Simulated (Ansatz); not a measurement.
C2H3AlCl2O, SMILES `ClC1[CH2][Al]([Cl])[O]1`, 9 atoms. Charge 0, multiplicity 1. All runs use 4 threads of an Intel Xeon 6975P-C on a shared host. Correlated methods freeze the cores.

Give the basis size and wall time and peak host memory of each of these runs in Ansatz. RKS PBE0-D4/def2-TZVP relaxation (11 steps); RKS PBE0-D4/def2-SVP energy; RHF-CCSD(T)/def2-TZVPP energy; RKS PBE0-D4/def2-TZVPP energy; RKS r2SCAN-D4/def2-TZVPP energy and forces; RKS B97M-V/def2-TZVPP energy; direct RPA on PBE orbitals/def2-TZVPP energy; RHF-CCSD(T)/def2-SVP energy; RKS ωB97M-V/def2-SVP energy; RKS PBE0-D4/def2-QZVPP energy; RKS LC-ωPBE/def2-TZVPP energy; RKS PBE0-D4/def2-TZVP frequencies. (An estimate is asked.)

Computed: Other jobs shared the machine, so times are rough.

| level | job | functions | wall time | peak host memory (GiB) |
| --- | --- | --- | --- | --- |
| RKS PBE0-D4/def2-SVP | energy | 111 | 0.85 s | 0.25 |
| RKS LC-ωPBE/def2-TZVPP | energy | 261 | 1.6 s | 0.56 |
| RKS PBE0-D4/def2-TZVPP | energy | 261 | 2.2 s | 0.83 |
| RKS ωB97M-V/def2-SVP | energy | 111 | 2.5 s | 0.37 |
| RHF-CCSD(T)/def2-SVP | energy | 111 | 2.8 s | 0.5 |
| RKS r2SCAN-D4/def2-TZVPP | energy and forces | 261 | 2.8 s | 0.43 |
| direct RPA on PBE orbitals/def2-TZVPP | energy | 261 | 3.2 s | 0.66 |
| RKS B97M-V/def2-TZVPP | energy | 261 | 4.6 s | 0.5 |
| RKS PBE0-D4/def2-QZVPP | energy | 471 | 6.5 s | 2.1 |
| RKS PBE0-D4/def2-TZVP | relaxation (11 steps) | 222 | 28 s | 0.72 |
| RHF-CCSD(T)/def2-TZVPP | energy | 261 | 47 s | 6.5 |
| RKS PBE0-D4/def2-TZVP | frequencies | 222 | 99 s | 0.74 |

LC-ωPBE has ω = 0.4 bohr⁻¹.
